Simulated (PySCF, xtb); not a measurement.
InF₃, SMILES [In]([F])([F])[F].

xtb with GFN2-xTB at its own geometry gives an orbital gap of 2.63 eV and a dipole moment of 0.00 D.

Geometry: PBE-D3(BJ)/def2-SVP. The isomer is the one that the SMILES or the coordinates give; other isomers of the formula were not compared. The def2 effective core potentials stand for the cores of In; spin–orbit coupling is left out.

Question: What does B3LYP/def2-TZVPD in PySCF give? (The exact figures need the calculation; the answer reports its results.)

Answer: gap 6.72 eV (levels -10.96 and -4.24 eV), dipole 0.00 D.
